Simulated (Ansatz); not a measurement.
Correlation energies of CH6FNOSi, SMILES `NC(O)(F)[SiH3]` by basis set

```tsv
atom	x (Å)	y (Å)	z (Å)
N1	0.6620	0.7997	1.2008
C2	-0.2456	-0.0252	0.5003
O3	-0.1242	-1.3535	0.9151
F4	-1.5327	0.3882	0.8482
Si5	-0.0756	0.1870	-1.4052
H6	0.5848	0.6285	2.1993
H7	1.6138	0.6155	0.9129
H8	-0.7964	-1.8840	0.4730
H9	1.3528	-0.0020	-1.7704
H10	-0.8943	-0.8793	-2.0410
H11	-0.5445	1.5251	-1.8331
```

The species carries charge 0 and has multiplicity 1. Geometry: relaxed with PBE0-D4/def2-TZVP. It is one conformer, not always the lowest. Frozen core, restricted reference, Ansatz. CBS rows extrapolate triple and quadruple zeta; past MP2 they add the triple-zeta difference.

```json
{"basis": "def2-SVP", "HF (Eh)": "?", "MP2 corr.": "?", "CCSD corr.": "-0.82400", "(T)": "-0.01997", "CCSD(T) total": "?"}
{"basis": "def2-TZVPP", "HF (Eh)": "-559.16209", "MP2 corr.": "-0.99680", "CCSD corr.": "-1.03193", "(T)": "-0.03713", "CCSD(T) total": "-560.23115"}
{"basis": "def2-QZVPP", "HF (Eh)": "-559.18333", "MP2 corr.": "-1.07683", "CCSD corr.": "–", "(T)": "–", "CCSD(T) total": "–"}
{"basis": "CBS(def2)", "HF (Eh)": "-559.18626", "MP2 corr.": "?", "CCSD corr.": "?", "(T)": "as TZ", "CCSD(T) total": "?"}
```

**Question.** Fill in the withheld values. (Best estimate.)

**Answer.** Computed: def2-SVP HF (Eh): -558.73040; def2-SVP MP2 corr.: -0.77815; def2-SVP CCSD(T) total: -559.57437; CBS(def2) MP2 corr.: -1.13612; CBS(def2) CCSD corr.: -1.17125; CBS(def2) CCSD(T) total: -560.39464.
